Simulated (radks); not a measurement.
The nuclear charge of the iridium ion Ir2+ is varied continuously with 75 electrons held in [Xe] 4f14 5d7. All-electron calculation, scalar-relativistic Kohn-Sham, BLYP, spin-polarised, spherical densities, finite nucleus; open shells are filled with parallel spins first (spin-orbit coupling, left out, can overturn this in heavy ions); Fermi nuclear charge, rms radius 5.4032 fm. Program: a radial shooting solver on a logarithmic mesh with Libxc functionals. By the Hellmann-Feynman theorem dE/dZ = E(electron-nucleus)/Z, the electronic potential at the nucleus (averaged over a nucleus of fixed radius). The scalar-relativistic energy here is not variational (the density holds large components alone), so the two differ by a part that grows with Z.

| Z | E (hartree) | E(electron-nucleus)/Z (hartree) | HOMO | e(HOMO) (eV) | <r> HOMO (bohr) |
|---|---|---|---|---|---|
| 76.6 | -17593.6553 | -569.102 | 5d | -18.141 | 1.717 |
| 76.8 | -17708.6635 | -571.381 | 5d | -20.647 | 1.679 |
| 77 | -17824.1375 | -573.663 | 5d | -23.244 | 1.644 |
| 77.2 | -17940.0777 | -575.947 | 5d | -25.928 | 1.611 |
| 77.4 | -18056.4847 | -578.233 | 5d | -28.697 | 1.581 |
| 77.6 | -18173.3591 | -580.522 | 5d | -31.546 | 1.552 |
| 77.8 | -18290.7015 | -582.814 | 5d | -34.474 | 1.526 |
| 78 | -18408.5125 | -585.109 | 5d | -37.479 | 1.500 |

The central difference of E at Z = 77 is -578.535 hartree, to compare with the third column; the second derivative is -11.7 hartree.
